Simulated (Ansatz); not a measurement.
Ge(CCH)H3 (C₂H₄Ge). The state is a singlet with charge 0. Geometry r2SCAN-D4/def2-TZVP.

Cartesian coordinates in Å:
```
Ge 0.011 -1.072 0.243
C -0.014 0.776 -0.179
C -0.021 1.955 -0.442
H -0.031 2.993 -0.680
H 0.816 -1.810 -0.828
H -1.428 -1.590 0.272
H 0.666 -1.254 1.614
```

The 6-31G sets use Cartesian d functions.

Question: Estimate the orbital energies around the gap (eV) in Ansatz with HF/6-31G, PBE-D4/def2-TZVP, PBE-D4/def2-TZVPD, r2SCAN-D4/def2-TZVP, CAM-B3LYP-D4/def2-TZVP.

Answer: 
```json
{"orbital": "HOMO−13", "HF/6-31G": "-140.92", "PBE-D4/def2-TZVP": "-114.12", "PBE-D4/def2-TZVPD": "-114.13", "r2SCAN-D4/def2-TZVP": "-117.47", "CAM-B3LYP-D4/def2-TZVP": "-121.74"}
{"orbital": "HOMO−12", "HF/6-31G": "-44.43", "PBE-D4/def2-TZVP": "-30.00", "PBE-D4/def2-TZVPD": "-30.02", "r2SCAN-D4/def2-TZVP": "-30.82", "CAM-B3LYP-D4/def2-TZVP": "-35.38"}
{"orbital": "HOMO−11", "HF/6-31G": "-44.40", "PBE-D4/def2-TZVP": "-29.96", "PBE-D4/def2-TZVPD": "-29.97", "r2SCAN-D4/def2-TZVP": "-30.78", "CAM-B3LYP-D4/def2-TZVP": "-35.33"}
{"orbital": "HOMO−10", "HF/6-31G": "-44.40", "PBE-D4/def2-TZVP": "-29.96", "PBE-D4/def2-TZVPD": "-29.97", "r2SCAN-D4/def2-TZVP": "-30.78", "CAM-B3LYP-D4/def2-TZVP": "-35.33"}
{"orbital": "HOMO−9", "HF/6-31G": "-44.34", "PBE-D4/def2-TZVP": "-29.90", "PBE-D4/def2-TZVPD": "-29.91", "r2SCAN-D4/def2-TZVP": "-30.71", "CAM-B3LYP-D4/def2-TZVP": "-35.26"}
{"orbital": "HOMO−8", "HF/6-31G": "-44.34", "PBE-D4/def2-TZVP": "-29.90", "PBE-D4/def2-TZVPD": "-29.91", "r2SCAN-D4/def2-TZVP": "-30.71", "CAM-B3LYP-D4/def2-TZVP": "-35.26"}
{"orbital": "HOMO−7", "HF/6-31G": "-27.94", "PBE-D4/def2-TZVP": "-18.43", "PBE-D4/def2-TZVPD": "-18.44", "r2SCAN-D4/def2-TZVP": "-19.50", "CAM-B3LYP-D4/def2-TZVP": "-22.60"}
{"orbital": "HOMO−6", "HF/6-31G": "-21.28", "PBE-D4/def2-TZVP": "-14.70", "PBE-D4/def2-TZVPD": "-14.70", "r2SCAN-D4/def2-TZVP": "-15.30", "CAM-B3LYP-D4/def2-TZVP": "-18.32"}
{"orbital": "HOMO−5", "HF/6-31G": "-19.35", "PBE-D4/def2-TZVP": "-12.99", "PBE-D4/def2-TZVPD": "-13.00", "r2SCAN-D4/def2-TZVP": "-13.56", "CAM-B3LYP-D4/def2-TZVP": "-16.39"}
{"orbital": "HOMO−4", "HF/6-31G": "-14.60", "PBE-D4/def2-TZVP": "-9.60", "PBE-D4/def2-TZVPD": "-9.61", "r2SCAN-D4/def2-TZVP": "-10.02", "CAM-B3LYP-D4/def2-TZVP": "-12.53"}
{"orbital": "HOMO−3", "HF/6-31G": "-13.29", "PBE-D4/def2-TZVP": "-8.77", "PBE-D4/def2-TZVPD": "-8.78", "r2SCAN-D4/def2-TZVP": "-9.13", "CAM-B3LYP-D4/def2-TZVP": "-11.56"}
{"orbital": "HOMO−2", "HF/6-31G": "-13.29", "PBE-D4/def2-TZVP": "-8.77", "PBE-D4/def2-TZVPD": "-8.78", "r2SCAN-D4/def2-TZVP": "-9.13", "CAM-B3LYP-D4/def2-TZVP": "-11.56"}
{"orbital": "HOMO−1", "HF/6-31G": "-10.74", "PBE-D4/def2-TZVP": "-6.95", "PBE-D4/def2-TZVPD": "-6.97", "r2SCAN-D4/def2-TZVP": "-7.20", "CAM-B3LYP-D4/def2-TZVP": "-9.52"}
{"orbital": "HOMO", "HF/6-31G": "-10.74", "PBE-D4/def2-TZVP": "-6.95", "PBE-D4/def2-TZVPD": "-6.97", "r2SCAN-D4/def2-TZVP": "-7.20", "CAM-B3LYP-D4/def2-TZVP": "-9.52"}
{"orbital": "LUMO", "HF/6-31G": "3.91", "PBE-D4/def2-TZVP": "-0.75", "PBE-D4/def2-TZVPD": "-0.82", "r2SCAN-D4/def2-TZVP": "-0.50", "CAM-B3LYP-D4/def2-TZVP": "1.32"}
{"orbital": "LUMO+1", "HF/6-31G": "4.16", "PBE-D4/def2-TZVP": "-0.75", "PBE-D4/def2-TZVPD": "-0.81", "r2SCAN-D4/def2-TZVP": "-0.50", "CAM-B3LYP-D4/def2-TZVP": "1.32"}
{"orbital": "LUMO+2", "HF/6-31G": "4.16", "PBE-D4/def2-TZVP": "0.16", "PBE-D4/def2-TZVPD": "-0.42", "r2SCAN-D4/def2-TZVP": "0.63", "CAM-B3LYP-D4/def2-TZVP": "1.90"}
{"orbital": "LUMO+3", "HF/6-31G": "5.41", "PBE-D4/def2-TZVP": "0.37", "PBE-D4/def2-TZVPD": "0.02", "r2SCAN-D4/def2-TZVP": "0.89", "CAM-B3LYP-D4/def2-TZVP": "2.13"}
{"orbital": "LUMO+4", "HF/6-31G": "6.11", "PBE-D4/def2-TZVP": "1.57", "PBE-D4/def2-TZVPD": "0.58", "r2SCAN-D4/def2-TZVP": "2.06", "CAM-B3LYP-D4/def2-TZVP": "3.17"}
{"orbital": "LUMO+5", "HF/6-31G": "6.11", "PBE-D4/def2-TZVP": "1.58", "PBE-D4/def2-TZVPD": "1.02", "r2SCAN-D4/def2-TZVP": "2.07", "CAM-B3LYP-D4/def2-TZVP": "3.52"}
```
